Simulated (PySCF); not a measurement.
# `CSC1=C[C@H]2C=C[C@@H]1C2`, C8H10S

Geometry:
```tsv
atom	x (Å)	y (Å)	z (Å)
C1	3.176	-0.293	-0.333
S2	1.901	-1.387	0.313
C3	0.509	-0.359	0.226
C4	0.324	0.897	-0.217
C5	-1.184	1.170	-0.109
C6	-1.892	0.230	-1.095
C7	-1.700	-1.017	-0.652
C8	-0.870	-0.909	0.631
C9	-1.472	0.397	1.198
H10	3.262	0.612	0.287
H11	2.958	-0.009	-1.373
H12	4.123	-0.846	-0.297
H13	1.052	1.577	-0.656
H14	-1.479	2.226	-0.153
H15	-2.390	0.546	-2.012
H16	-2.002	-1.954	-1.121
H17	-0.851	-1.795	1.278
H18	-0.919	0.790	2.064
H19	-2.545	0.307	1.427
```

The calculation used TDDFT CAM-B3LYP/aug-cc-pVDZ excited states, vertical, gas phase (PySCF). Geometry: PBE0-D3(BJ)/def2-SVP.

(1) How strongly do the lowest singlets absorb one photon, and two photons of half the energy?

## Answers

(1) δ for parallel linear polarisation; σ at the peak of a Lorentzian of half width 0.1 eV, single beam; Ω is circular over linear.
```
state  E (eV)      f  photon λ (nm)  δ (au)  σ (GM)     Ω                                    main
   S1    4.69  0.043            529    76.3    0.61  0.45      HOMO→LUMO+2 0.51, HOMO→LUMO+4 0.24
   S2    4.96  0.005            500     109    0.98  1.30        HOMO→LUMO 0.60, HOMO→LUMO+2 0.11
   S3    5.30  0.003            468    76.3    0.79  1.32        HOMO→LUMO+1 0.49, HOMO→LUMO 0.15
   S4    5.57  0.028            445    39.9    0.45  1.44      HOMO→LUMO+3 0.59, HOMO→LUMO+2 0.09
   S5    5.69  0.032            435    27.8    0.33  0.52      HOMO→LUMO+4 0.47, HOMO→LUMO+2 0.16
   S6    5.88  0.036            422     112    1.42  0.56  HOMO−1→LUMO+2 0.45, HOMO−1→LUMO+4 0.22
```

Among these, the strongest one-photon state is S1, the strongest two-photon state S6, with a dipole change of 0.5 D (relaxed, norm of the difference vector).
